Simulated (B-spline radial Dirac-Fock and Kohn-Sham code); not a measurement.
**K-line shifts caused by a second vacancy in Al³⁺**

System: Al³⁺, configuration [He] 2s2 2p6.

Input file task.json (cfg lists n, l and occupation; rrms is the nuclear radius in fm):

```json
{"items": [{
  "Z": 13,
  "q": 3,
  "cfg": [[1, 0, 2], [2, 0, 2], [2, 1, 6]],
  "A": 27,
  "rrms": 3.061,
  "do": ["binding", "quiet", "double"]
}]}
```

Run with: `python xray_run.py task.json out`

Model: ΔSCF Dirac-Fock with Breit, self-energy and vacuum polarisation, finite nucleus, configuration average. Program: a radial B-spline solver. Each two-hole energy is an average over J within one jj subconfiguration, not an observable level; in light atoms, where LS coupling holds, the j-resolved values are not observed lines, and for a K spectator the Kα1 hypersatellite is nearly forbidden. No correlation.

Lines without a spectator: Kα2 (K-L2) 1489.1 eV, Kα1 (K-L3) 1489.5 eV. Shifts in eV with one spectator hole (a dash: not computed, or left out as unreliable):

```
spectator hole     Kα2     Kα1
        K (1s)  +130.0  +130.1
    L2 (2p1/2)   +8.87  +11.09
    L3 (2p3/2)  +10.90  +10.22
```

With n spectator holes in 2p, averaged over the 2p shell (energies in eV):

```tsv
n	KαLⁿ	step	hypersatellite KαʰLⁿ
0	1489.3	–	1619.4
1	1499.9	+10.5	1631.5
2	1512.0	+12.1	1645.1
3	1525.6	+13.6	1660.1
4	1540.8	+15.1	1676.6
5	1557.3	+16.6	1694.5
```
